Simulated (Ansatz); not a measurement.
One change: `C[O][W]([F])([F])([F])([Cl])[O]C` becomes `C[O][W]([F])([F])([F])([F])[O]C`.

Ansatz, PBE0-D4/def2-TZVP geometries, multiplicity 1. Each molecule was computed in one conformer, which needn't be the lowest.

Elements past krypton have def2 core potentials.

```csv
property,`C[O][W]([F])([F])([F])([Cl])[O]C`
LUMO energy (ωB97M-V/def2-TZVPP) / eV,-1.12
HOMO energy (ωB97M-V/def2-TZVPP) / eV,-11.12
size of the dipole moment (ωB97M-V/def2-TZVPP) / D,4.20
HOMO–LUMO gap (ωB97M-V/def2-TZVPP) / eV,10.00
HOMO–LUMO gap (PBE0/def2-TZVPP) / eV,5.66
LUMO energy (B3LYP/def2-TZVPP) / eV,-3.39
```

Task: Give the same properties after the change, and the shifts. (Estimate.)

Result: Ansatz gave: 
```
                                          property  `C[O][W]([F])([F])([F])([F])[O]C`  shift
             LUMO energy (ωB97M-V/def2-TZVPP) / eV                              -0.68   0.44
             HOMO energy (ωB97M-V/def2-TZVPP) / eV                             -11.72  -0.60
size of the dipole moment (ωB97M-V/def2-TZVPP) / D                               4.24   0.04
           HOMO–LUMO gap (ωB97M-V/def2-TZVPP) / eV                              11.04   1.04
              HOMO–LUMO gap (PBE0/def2-TZVPP) / eV                               6.57   0.91
               LUMO energy (B3LYP/def2-TZVPP) / eV                              -3.04   0.35
```

With PBE0 the HOMO falls by 0.54 eV and the LUMO rises by 0.38 eV, so the gap widens by about 0.92 eV. PBE moves the HOMO by -0.40 eV and ωB97M-V by -0.60 eV. Dipoles are sizes alone; their direction can turn.

B3LYP here is the variant with VWN-RPA as its local correlation; programs differ in this.
